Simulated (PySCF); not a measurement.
SnHF, SMILES [SnH][F] (connectivity only; charge and spin as stated), neutral, multiplicity 1. Atoms are numbered in the order given.

```xyz
3

Sn     0.0375     0.2891     0.0000
H     -1.7410     0.4391     0.0000
F     -0.0149    -1.6549     0.0000
```

Coordinates come from a PBE0-D3(BJ)/def2-TZVP optimisation. The def2 effective core potentials stand for the cores of Sn; spin–orbit coupling is left out.

These are ωB97X/def2-TZVPD (PySCF) values and carry that method's errors.

Symmetry labels are those of the subgroup Cs that the program uses (full group Cs).

Q: List the valence orbital energies around the gap with their symmetry. (Estimate from the structure and the level; the computed values follow.)

A: 
| orbital | symmetry | energy (eV) |
|---|---|---|
| HOMO−7 | A" | -31.40 |
| HOMO−6 | A' | -31.19 |
| HOMO−5 | A' | -30.86 |
| HOMO−4 | A' | -16.47 |
| HOMO−3 | A' | -13.41 |
| HOMO−2 | A" | -13.28 |
| HOMO−1 | A' | -12.71 |
| HOMO | A' | -9.28 |
| LUMO | A" | -1.06 |
| LUMO+1 | A' | 0.96 |
| LUMO+2 | A' | 1.72 |
| LUMO+3 | A' | 2.52 |
